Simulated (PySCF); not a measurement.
Spectrum to structure. The calculation used PySCF, TDDFT CAM-B3LYP/def2-SVPD, vertical, gas phase, core orbitals frozen in the response. Geometries: GFN2-xTB, one conformer each.

| state | E (eV) | f | main configurations (H = HOMO, L = LUMO) |
| --- | --- | --- | --- |
| S1 | 5.25 | 0.077 | H→L (88%), H-2→L+1 (10%) |
| S2 | 5.59 | 0.0041 | H-1→L (98%) |
| S3 | 6.23 | 0.0004 | H-1→L+1 (98%) |
| S4 | 6.25 | 0.092 | H→L+1 (80%), H-2→L (17%) |
| S5 | 6.82 | 0.0038 | H→L+2 (95%) |
| S6 | 7.17 | 0.0008 | H→L+3 (94%) |
| S7 | 7.40 | 0.556 | H-2→L (77%), H→L+1 (16%) |
| S8 | 7.53 | 0.281 | H-2→L+1 (74%) |

Triplets computed (Tamm–Dancoff): 4.09, 4.32, 5.00 eV.

Problem. Which structure fits? All have the formula C5H5NO.
A. `C=Nc1ccoc1`
B. `[H]/N=C\c1ccco1`
C. `[O-][n+]1ccccc1`
D. `Oc1ccccn1`

Solution. D. Its S1, at 5.25 eV, is the highest among the candidates; the nearest of the others has S1 at 4.72 eV. S1 is HOMO→LUMO (88%), HOMO-2→LUMO+1 (10%). Löwdin shares by element: HOMO carbon 51% or more, oxygen 18% (atoms not listed hold the other 31%); LUMO carbon 56% or more, nitrogen 19% (atoms not listed hold the other 25%). At the same level the other candidates give, for their lowest levels:
- `C=Nc1ccoc1`: 4.38 eV (f 0.041); 5.33 eV (f 0.034); 6.16 eV (f 0.019); 6.43 eV (f 0.189); 6.49 eV (f 0.193); T1 3.28 eV; HOMO -7.82, LUMO 0.02 eV
- `[H]/N=C\c1ccco1`: 4.72 eV (f 0.003); 5.06 eV (f 0.393); 6.42 eV (f 0.004); 6.59 eV (f 0.003); 7.09 eV (f 0.111); T1 3.11 eV; HOMO -8.10, LUMO -0.39 eV
- `[O-][n+]1ccccc1`: 4.48 eV (f 0.000); 4.50 eV (f 0.019); 4.87 eV (f 0.236); 5.69 eV (f 0.000); 6.24 eV (f 0.003); T1 2.68 eV; HOMO -7.67, LUMO -0.30 eV

Shape of the structure used: `[OH:1][c:2]1[cH:3][cH:4][cH:5][cH:6][n:7]1`: H–O1–C2–C3 180°.
